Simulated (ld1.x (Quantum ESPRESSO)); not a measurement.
**u(r) = r·R(r): atom against pseudo-atom (sulfur (S))**

Columns: radius, all-electron u(r) and pseudo u(r) of the 3s shell (level -27.51 eV) of sulfur in the configuration [Ne] 3s2 3p3; PBE, non-relativistic, TM scheme, ld1.x (Quantum ESPRESSO) 7.5.

| r (bohr) | all-electron | pseudo |
| --- | --- | --- |
| 0.085 | 0.1628 | 0.0314 |
| 0.170 | -0.1525 | 0.0643 |
| 0.255 | -0.3700 | 0.1001 |
| 0.340 | -0.4188 | 0.1403 |
| 0.425 | -0.3419 | 0.1866 |
| 0.510 | -0.1933 | 0.2405 |
| 0.595 | -0.0147 | 0.3032 |
| 0.680 | 0.1665 | 0.3749 |
| 0.765 | 0.3340 | 0.4546 |
| 0.850 | 0.4796 | 0.5394 |
| 0.935 | 0.6000 | 0.6242 |
| 1.020 | 0.6954 | 0.7026 |
| 1.105 | 0.7670 | 0.7682 |
| 1.190 | 0.8166 | 0.8166 |
| 1.275 | 0.8467 | 0.8467 |
| 1.360 | 0.8600 | 0.8600 |
| 1.445 | 0.8595 | 0.8595 |
| 1.530 | 0.8475 | 0.8475 |
| 1.615 | 0.8265 | 0.8265 |
| 1.700 | 0.7987 | 0.7987 |
| 1.785 | 0.7657 | 0.7657 |
| 1.870 | 0.7291 | 0.7291 |
| 1.955 | 0.6903 | 0.6903 |
| 2.040 | 0.6502 | 0.6502 |
| 2.125 | 0.6098 | 0.6098 |
| 2.210 | 0.5696 | 0.5696 |

(1) How many radial nodes do the two functions have?

(2) At about which radius was the pseudo-wave matched?

(3) Where does each function peak?

(4) Is the pseudo-wave norm-conserving?

Answers

(1) The all-electron 3s function has n − l − 1 = 2; the pseudo-wave has 0, since the states of the same l below it are removed with the core.

(2) 1.30 bohr. The columns agree to 0.0005 from 1.19 bohr on; several derivatives are matched, so the curves merge somewhat inside the radius.

(3) Outermost all-electron maximum near 1.36 bohr, pseudo maximum near 1.36 bohr (to the table’s step).

(4) Yes: the TM scheme keeps the norm inside the radius equal to the all-electron one, which fixes the energy derivative of the logarithmic derivative at the level.
